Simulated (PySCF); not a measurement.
Radial density of Cs (caesium, neutral)

UHF, [Xe] 6p1, 2P determinant (an excited configuration). Calculation: PySCF 2.14, in aug-cc-pVTZ-X2C (9s8p6d3f, 84 functions); the spin-free X2C one-electron Hamiltonian (Gaussian nucleus).

```tsv
r (bohr)	4πr²ρ (e/bohr)	4πr²(ρα − ρβ)
0.0269	65.89	0.0003
0.0452	67.40	0.0007
0.0761	93.14	0.0006
0.128	71.37	0.0001
0.215	78.71	0.0017
0.362	41.54	0.0001
0.609	31.00	0.0039
1.02	14.60	0.0020
1.72	5.994	0.0133
2.90	1.550	0.0012
4.88	0.1312	0.0905
8.20	0.1381	0.1381
13.8	0.02261	0.0226
23.2	0.0001386	0.0001
```

Densities and radii are taken from the X2C orbitals without a picture-change correction, which distorts them close to the nucleus.

Spin-orbit coupling, absent here, splits the open shell strongly.
